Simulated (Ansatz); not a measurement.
C2Cl2O2Pt, charge -1, doublet, at a GFN2-xTB geometry (such geometries of metal compounds can be far from the true shape) (the multiplicity is a formal guess) (core potentials on Pt) (a gas-phase anion, which may not be bound at this level). Base run: Ansatz (a program for electronic structure) with PBE0/def2-SV(P).

The Ansatz input:
Ansatz 0.2 input:
```yaml
crystal:
  periodic: [false, false, false]
  atoms:
    - {symbol: Pt, position_ang: [0.06480347, -0.01452783, 0.17195661]}
    - {symbol: Cl, position_ang: [1.69255783, -0.77775687, -1.54203070]}
    - {symbol: Cl, position_ang: [-2.24249567, 0.90104355, 0.08276550]}
    - {symbol: O, position_ang: [1.27853031, 2.77339943, 0.23086037]}
    - {symbol: C, position_ang: [0.84369178, 1.70694216, 0.27963943]}
    - {symbol: O, position_ang: [-0.96477093, -2.84373893, 0.60170309]}
    - {symbol: C, position_ang: [-0.54632550, -1.77360661, 0.50942479]}
basis:
  gaussian:
    orbitals: def2-SV_P_.json
hamiltonian:
  xc: pbe0
total_charge: -1
magnetization: {spin_polarized: true, initial_magnetization: 1}
```
The basis file holds def2-SV(P) in the JSON format of the Basis Set Exchange.

The bond that is stretched is that between atoms 3 and 1. A test that says stable can miss a lower solution.

The base run was repeated with changes; each row names its change, and settings that it needs were set with it.

| change | ΔE vs base (mEh) | <S^2> | stability test says |
|---|---|---|---|
| base | 0.000 | 0.756 | minimum |
| spin_polarized = on; lower_state_search = off | 0.000 | 0.756 | undecided (no full test) |
| spin_polarized = on; lower_state_search = standard | 0.000 | 0.756 | minimum |
| bond × 1.25 | 18.590 | 0.758 | minimum |
| spin_polarized = on; lower_state_search = off; bond × 1.25 | 18.590 | 0.758 | undecided (no full test) |
| spin_polarized = on; lower_state_search = standard; bond × 1.25 | 18.590 | 0.758 | minimum |
| bond × 1.5 | 38.445 | 0.764 | minimum |
| spin_polarized = on; lower_state_search = off; bond × 1.5 | 38.445 | 0.764 | undecided (no full test) |
| spin_polarized = on; lower_state_search = standard; bond × 1.5 | 38.445 | 0.764 | minimum |
| bond × 1.8 | 50.100 | 0.762 | minimum |
| spin_polarized = on; lower_state_search = off; bond × 1.8 | 50.100 | 0.762 | undecided (no full test) |
| spin_polarized = on; lower_state_search = standard; bond × 1.8 | 50.100 | 0.762 | minimum |
| bond × 2.2 | 55.833 | 0.759 | minimum |
| spin_polarized = on; lower_state_search = off; bond × 2.2 | 55.833 | 0.759 | undecided (no full test) |
| spin_polarized = on; lower_state_search = standard; bond × 2.2 | 55.833 | 0.759 | minimum |
| bond × 3.0 | 56.270 | 0.757 | minimum |
| spin_polarized = on; lower_state_search = off; bond × 3.0 | 56.270 | 0.757 | undecided (no full test) |
| spin_polarized = on; lower_state_search = standard; bond × 3.0 | 56.270 | 0.757 | minimum |

A gas-phase anion may not be bound at this level; its values then depend on the basis.

On stretching, the SCF can end on different states; <S^2> shows the spin contamination of each.
